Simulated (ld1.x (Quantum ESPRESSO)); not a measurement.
## hafnium (Hf), TM: configuration errors across variants

```json
{
 "Element": "hafnium (Hf)",
 "Generator": "ld1.x (Quantum ESPRESSO) 7.5",
 "Type": "norm-conserving Troullier–Martins (Kleinman–Bylander form)",
 "Functional": "PBE",
 "Relativity": "fully relativistic",
 "Frozen core": "[Xe] 4f14",
 "Valence charge": "4",
 "Reference configuration": "5d1 6s0 6p0 (charge +3)",
 "Partial waves": "6s (bound, empty): rc 2.50 bohr; 6p (bound, empty): rc 2.50 bohr; 5d (bound): rc 2.15 bohr",
 "Local potential": "the d channel",
 "Core correction": "none"
}
```

Open shells are filled in proportion to 2j + 1 (rel_dist='average').

All-electron excitation energies from the reference (eV): (1) 5d2 6s2 6p0 -43.943; (2) 5d2 6s1 6p0 -35.963; (3) 5d2 6s0 6p0 -21.783; (4) 5d2.5 6s1.5 6p0 -42.689; (5) 5d1 6s2 6p0 -37.443.

Tests that are not counted but printed errors over 1 eV. “base”: 5d2 6s0 6p2 (solver errors, printed error +3.3 eV); 5d1 6s2 6p1 (solver errors, printed error -1.3 eV). “wave 6p (bound): rc 2.50 bohr becomes 6p (bound): rc 3.44 bohr”: 5d1 6s2 6p1 (pseudo-atom not self-consistent, printed error +1.1 eV). “wave 5d (bound): rc 2.15 bohr becomes 5d (bound): rc 2.46 bohr”: 5d1 6s2 6p1 (solver errors, printed error -1.4 eV). “wave 6s (bound): rc 2.50 bohr becomes 6s (bound): rc 3.00 bohr”: 5d2 6s0 6p2 (solver errors, printed error +3.4 eV); 5d1 6s2 6p1 (solver errors, printed error -1.3 eV). “all radii scaled by about 1.20 (s 3.00, p 3.00, d 2.58 bohr)”: 5d2 6s0 6p2 (solver errors, printed error -4.9 eV); 5d1 6s2 6p1 (pseudo-atom not self-consistent, printed error +2.6 eV).

3 further variants failed, have other tests or another functional or relativity, and are left out.

A true bound ghost makes a file unfit for plane-wave use even where its test errors are small: the radial tests pick states by their node count and pass the ghost by. Where a test does run into it, the solver fails or the error is huge.

The file “base” misses its own reference levels by 0.4 eV. The file “wave 6p (bound): rc 2.50 bohr becomes 6p (bound): rc 3.44 bohr” misses its own reference levels by 0.4 eV. The file “wave 5d (bound): rc 2.15 bohr becomes 5d (bound): rc 2.46 bohr” misses its own reference levels by 0.4 eV. The file “wave 6s (bound): rc 2.50 bohr becomes 6s (bound): rc 3.00 bohr” misses its own reference levels by 0.4 eV. The file “all radii scaled by about 1.20 (s 3.00, p 3.00, d 2.58 bohr)” misses its own reference levels by 0.4 eV.

Errors AE − PS in meV (a dash: test not solved or not reliable):

| change | (1) | (2) | (3) | (4) | (5) | bound ghosts |
| --- | --- | --- | --- | --- | --- | --- |
| base | +1274 | +785 | +249 | +1177 | +1061 | s, p3/2 |
| local potential the p channel | +1126 | +690 | +216 | +1000 | +1001 | s |
| wave 6p (bound): rc 2.50 bohr becomes 6p (bound): rc 3.44 bohr | +1274 | +785 | +249 | +1177 | +1061 | s, p3/2 |
| wave 5d (bound): rc 2.15 bohr becomes 5d (bound): rc 2.46 bohr | +1262 | +780 | +251 | +1166 | +1055 | s, p3/2, p1/2 |
| wave 6s (bound): rc 2.50 bohr becomes 6s (bound): rc 3.00 bohr | +1261 | +778 | +249 | +1167 | +1049 | s, p3/2 |
| all radii scaled by about 1.20 (s 3.00, p 3.00, d 2.58 bohr) | +1237 | +768 | +253 | +1145 | +1037 | s, p3/2, p1/2 |
| type PAW; waves now 6s (bound): rcut 2.15, rcutus 2.50 bohr; 6s channel at 1.35 Ry: rcut 2.15, rcutus 2.50 bohr; 6p (bound): rcut 2.15, rcutus 2.50 bohr; 6p channel at -1.05 Ry: rcut 2.15, rcutus 2.50 bohr; 5d (bound): rcut 1.85, rcutus 2.15 bohr; 5d channel at 0.25 Ry: rcut 1.85, rcutus 2.15 bohr; local potential all-electron potential smoothed inside 2.05 bohr (lloc = -1); core correction a·sin(br)/r model core, default radius (ld1.x builds one for every PAW set, though the input has nlcc=.false.); augmentation BESSEL, radius 1.30 bohr | – | – | – | – | – | not determined |

**Question.** Give the same row for: core correction a·sin(br)/r model core inside 0.82 bohr.

**Answer.** -200, -208, -182, -288, -56; bound ghosts: s, p3/2. Not counted: 5d2 6s0 6p2 (solver errors, printed error -5.1 eV); 5d1 6s2 6p1 (solver errors, printed error -2.4 eV).
